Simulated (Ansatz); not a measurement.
Cost and result for the atomization energy of C3H8AlN, SMILES `C/C=C\[NH][AlH2]` (13 atoms, 12 bonds).

Cartesian coordinates in Å:
```
C -1.648 -0.343 -1.216
C -0.166 -0.420 -1.396
C 0.716 -0.141 -0.432
N 0.404 0.254 0.860
Al 1.519 0.641 2.197
H -2.174 -0.613 -2.131
H -1.979 0.667 -0.943
H -2.005 -1.020 -0.430
H 0.225 -0.717 -2.361
H 1.780 -0.219 -0.635
H -0.594 0.315 1.013
H 3.068 0.531 1.907
H 0.855 1.065 3.568
```

Charge 0, multiplicity 1. Geometry: relaxed with PBE0-D4/def2-TZVP. It is one conformer, not always the lowest. Program: Ansatz. All runs use 4 threads of an Arm Neoverse V1 on a shared host. Times are those of one run each, without the atoms' runs, and a repeat can differ threefold. Electronic energies, without spin–orbit coupling; frozen cores. CCSD(T)/CBS adds CCSD(T) − MP2 in def2-TZVPP to the MP2 limit, and its time is that of the two runs behind it. T1 = 0.012. B3LYP takes the VWN-RPA correlation (the form of Gaussian; ORCA's B3LYP/G).

CCSD(T)/CBS is a level of theory with its own doubt, some kJ/mol a heavy atom from the limit and from the frozen cores, so smaller differences don't rank the functionals.

```csv
level,functions,wall time,atomization (kcal/mol),difference from CCSD(T)/CBS,per bond
PBE-D4/def2-TZVPP (with forces),278,3.4 s,1180.7,23.0,1.9
PBE0-D4/def2-TZVPP,278,3.6 s,1162.2,4.5,0.4
r2SCAN-D4/def2-TZVPP (with forces),278,6.5 s,1160.3,2.6,0.2
B3LYP-D4/def2-TZVPP (with forces),278,6.5 s,1162.8,5.1,0.4
B2PLYP/def2-TZVPP,278,8 s,1148.8,-8.9,-0.7
ωB97X-V/def2-TZVPP,278,10 s,1161.2,3.5,0.3
ωB97M-V/def2-TZVPP (with forces),278,15 s,1162.1,4.4,0.4
MP2/def2-QZVPP,538,44 s,1159.0,1.3,0.1
CCSD(T)/def2-TZVPP,278,3.9 min,1128.9,-28.8,-2.4
CCSD(T)/CBS(def2),–,4.6 min,1157.7,0.0,0.0
```

In def2-TZVPP, CCSD(T) changes the Hartree–Fock value by +279.0 kcal/mol (the triples alone add +16.1 kcal/mol) and MP2 by +292.0 kcal/mol; breaking electron pairs costs correlation energy, which Hartree–Fock lacks. The D4 term adds +9.3 kcal/mol with B3LYP and +4.9 kcal/mol with PBE0; it sums over pairs of atoms, weighted by their polarisabilities, and B3LYP, whose exchange is more repulsive, gets the larger term. From PBE to PBE0 (25 % exact exchange), in def2-TZVPP and without D4, the atomization energy moves by −17.6 kcal/mol: exact exchange takes away binding that semilocal exchange gives to molecules.
